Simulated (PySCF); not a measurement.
Zn: excitation energy

Zn [Ar] 3d10 4s2 (1S) → Zn [Ar] 3d10 4s1 4p1 (3P), as a difference of total energies. Calculation: PySCF 2.14, in aug-cc-pVDZ-PP with ECP10MDF (5s5p4d2f, 54 functions); scalar relativity through the core potential. Correlated levels: valence: 3s2 3p6 frozen. The calculations carry no spin-orbit coupling.

```
           method  excitation energy (eV)
              UHF                   2.744
              LDA                   4.536
              PBE                   4.257
             PBE0                   3.952
           r2SCAN                   3.983
        BHandHLYP                   3.996
          LC-wPBE                   3.670
           PBEsol                   4.252
          wB97M-V                   4.160
    MP2 (valence)                   3.824
SCS-MP2 (valence)                   3.922
```

Problem. How much does correlation contribute at MP2 (valence)?

Solution. 3.824 − (2.744) = 1.080 eV, measured against UHF.

Errors of the correlated levels include the incompleteness of this basis and the frozen core.

For comparison: 4.054 eV (measured; NIST levels, between the centres of gravity of the two terms).
